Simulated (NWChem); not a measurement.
A series in which one site is exchanged, each optimised at PBE0/def2-SVP with NWChem, gas phase unless a solvent is named. For some, no frequency run checked for a minimum. def2 effective core potentials on I, Hf; no spin-orbit coupling.

A: [F][Hf]([F])([F])[F] (HfF$_{4}$; site = F)
B: [Cl][Hf]([F])([F])[F] (HfClF3; site = Cl)
C: [F][HfH]([F])[F] (HfHF3; site = H)
D: [F][Hf]([F])([F])[I] (HfIF3; site = I)

Q: Rank them by lowest singlet excitation, PBE/def2-SVPD, TDA (eV), lowest first.

A: D (4.81), C (5.80), B (6.39), A (8.48)
